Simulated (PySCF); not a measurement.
**Telling isomers of C6H8O4 apart by NMR**

- NMR shieldings at PBE0/pcSseg-1/GIAO
- GFN2-xTB structure
- program: PySCF 2.14.0 with density-fitted response routines
- non-relativistic, one computed conformer, fast rotation and ring inversion assumed for equivalent nuclei, in vacuum

Referencing at the same level of theory: TMS for ¹H (σref 31.72), ¹³C (σref 186.93). Where no couplings were computed, multiplicities follow the n + 1 count of equivalent neighbours, and m marks all less simple cases (inequivalent or close neighbours, rings, F or P nearby). Acid and N–H amide carbonyl carbons lie up to 10 ppm further downfield in solution (hydrogen bonding). Shifts are as computed. Against solution values, carbons near 30 ppm lie about +3 ppm off and those near 130 ppm about +5 ppm. Of 1211 compounds with measured shifts, 218 miss one by over three times the rms of a fit or turn the order of signals round; such compounds aren't used in these exercises. OH and NH positions are gas-phase values without hydrogen bonding to other molecules.

(1) Tabulate the signals of `O=C1CCC[C@H](C(=O)O)O1`, `C[C@@H]1OC(=O)C(=O)O[C@@H]1C`, `COC(=O)C(=O)OC1CC1`, `C=C(C)OC(=O)COC=O`, `C[C@@H]1OC(=O)[C@@H](C)OC1=O` and their relative energies.

(2) What is the quickest way to tell C[C@@H]1OC(=O)C(=O)O[C@@H]1C from C=C(C)OC(=O)COC=O?

(3) What is the quickest way to tell C[C@@H]1OC(=O)C(=O)O[C@@H]1C from C[C@@H]1OC(=O)[C@@H](C)OC1=O?

(4) What is the quickest way to tell O=C1CCC[C@H](C(=O)O)O1 from C=C(C)OC(=O)COC=O?

## Answers

(1) 
```json
{"SMILES": "O=C1CCC[C@H](C(=O)O)O1", "carbon types": "2×C 1×CH 3×CH2", "δC": "179.4, 174.5, 74.7, 32.8, 27.3, 21.4", "δH": "6.34 (br s, 1H), 5.04 (m, 1H), 2.56 (m, 1H), 2.42 (m, 1H), 2.35 (m, 1H), 2.04 (m, 1H), 1.96 (m, 1H), 1.82 (m, 1H)", "E rel. (kcal/mol)": "0.0"}
{"SMILES": "C[C@@H]1OC(=O)C(=O)O[C@@H]1C", "carbon types": "2×C 2×CH 2×CH3", "δC": "158.7, 78.1, 17.0", "δH": "4.52 (m, 2H), 1.43 (d, 6H)", "E rel. (kcal/mol)": "13.7"}
{"SMILES": "COC(=O)C(=O)OC1CC1", "carbon types": "2×C 1×CH 2×CH2 1×CH3", "δC": "165.7, 164.2, 54.8, 51.2, 8.0", "δH": "5.24 (m, 1H), 4.01 (s, 3H), 1.04 (m, 2H), 0.77 (m, 2H)", "E rel. (kcal/mol)": "37.6"}
{"SMILES": "C=C(C)OC(=O)COC=O", "carbon types": "2×C 1×CH 2×CH2 1×CH3", "δC": "169.5, 166.2, 159.5, 108.0, 65.0, 24.0", "δH": "8.19 (s, 1H), 5.81 (br s, 1H), 5.24 (br s, 1H), 4.95 (s, 2H), 1.93 (s, 3H)", "E rel. (kcal/mol)": "29.2"}
{"SMILES": "C[C@@H]1OC(=O)[C@@H](C)OC1=O", "carbon types": "2×C 2×CH 2×CH3", "δC": "170.5, 76.7, 20.1", "δH": "4.92 (m, 2H), 1.70 (d, 6H)", "E rel. (kcal/mol)": "9.3"}
```

Energies are electronic energies at PBE0/pcSseg-1 on these geometries, without zero-point or thermal terms, each for the one conformer computed, which needn't be the lowest.

(2) Count the carbon signals: 3 against 6. The first has an sp3 CH bonded to O at 78.1 ppm, the second an ester carbonyl carbon (CH) at 166.2 ppm. Their most deshielded carbons lie at 158.7 and 169.5 ppm. In the proton spectra the most deshielded non-exchanging signals are 4.52 (m, 2H) and 8.19 (s, 1H).

(3) Both give the same number of carbon signals, with the same numbers of each carbon type, so the positions decide. The first has an ester carbonyl carbon (C) at 158.7 ppm, the second an ester carbonyl carbon (C) at 170.5 ppm.

(4) Both give the same number of carbon signals, but DEPT or the intensities differ. The first has an sp3 CH bonded to O, α to a carbonyl at 74.7 ppm, the second an ester carbonyl carbon (CH) at 166.2 ppm. Their most deshielded carbons lie at 179.4 and 169.5 ppm. In the proton spectra the most deshielded non-exchanging signals are 5.04 (m, 1H) and 8.19 (s, 1H).
